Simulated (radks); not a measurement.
Spherical quantum dot in the effective-mass picture: electrons in a parabolic well V = omega^2 r^2 / 2 with omega = 4.48, all in effective atomic units (hartree* = m*/eps^2 hartree, bohr* = eps/m* bohr), one dielectric constant everywhere. Calculated with a radial shooting solver with Libxc functionals: non-relativistic Kohn-Sham, PBEsol, spin-polarised, spherical densities. Levels are named by radial order and angular momentum (1s, 1p, 1d, 2s, ...), and open shells are averaged over m. Results are scaled to m* = 0.043 and eps = 5.1, for which hartree* = 44.99 meV and bohr* = 6.276 nm.

N = 22, configuration 1s2 1p6 1d10 2s2 1f(up 2, down 0). This is the lowest configuration that the search found. Occupied and some empty levels:

level,occupation,eigenvalue (meV),<r> (nm)
1s up,1,1333.1,4.240
1s down,1,1334.4,4.223
1p up,3,1459.7,5.443
1p down,3,1462.0,5.429
1d up,5,1596.0,6.329
1d down,5,1599.0,6.320
2s up,1,1612.8,5.685
2s down,1,1615.2,5.689
1f up,2,1741.0,7.048
1f down,0,1744.4,7.044
2p up,0,1766.7,6.444
2p down,0,1769.0,6.450
1g up,0,1893.6,7.667
1g down,0,1897.1,7.668
2d up,0,1925.3,7.146
2d down,0,1927.5,7.152

Energy (meV): total 24068.6, kinetic 5006.3, external 9706.5, Hartree 10362, exchange-correlation -1006.1.

Electron density:

r (nm),n(r) (e/nm^3)
0.872,0.01785
1.81,0.01532
2.74,0.01338
3.68,0.01291
4.61,0.01278
5.55,0.01142
6.48,0.008484
7.42,0.005050
8.35,0.002367
9.29,0.0008688
10.2,0.0002508
11.2,0.00005715
12.1,0.00001012
